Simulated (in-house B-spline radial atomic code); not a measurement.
# Ionising the cadmium ion Cd⁸⁺ with different functionals

Computed with a radial B-spline atomic code at the basis-set limit: scalar-relativistic (spin-free X2C) Hamiltonian, Fermi nucleus of rms radius 4.6087 fm, spin-polarised at highest spin, spherical fractional occupations for the functionals, and exact exchange of hybrids averaged over the configuration. The ionisation energy is the difference of two self-consistent energies, [Kr] 4d4 → [Kr] 4d3, without Breit or QED terms; ε is the level of the shell that loses the electron (its least bound occupied spin orbital). There is no spin-orbit coupling in this Hamiltonian.

```
   method                    rung  ΔSCF (eV)  -ε(4d) (eV)
     PBE0           global hybrid     152.31       144.64
    B3LYP           global hybrid     152.17       143.91
    TPSSh           global hybrid     152.23       142.87
BHandHLYP           global hybrid     152.13       147.30
  r2SCAN0           global hybrid     152.67       145.10
    B97-1           global hybrid     152.03       143.88
    HSE06  range-separated hybrid     152.27       144.19
    wB97X  range-separated hybrid     151.89       146.78
CAM-B3LYP  range-separated hybrid     152.12       145.89
  LC-wPBE  range-separated hybrid     152.22       147.17
```

**Question.** Among the functionals, which spreads more, the ΔSCF values or the orbital energies?

**Answer.** The orbital energies: ΔSCF values span about 0.78 eV and the orbital energies 4.42 eV; here energy differences depend much less on the functional than eigenvalues do.

**Question.** How do they compare with the NIST value?

**Answer.** NIST lists 150 eV ± 2.2 (tabulated theory, ground level to ground level). Errors run from +1.89 to +2.67 eV; all lie within about twice that uncertainty, so the table can't rank the methods.
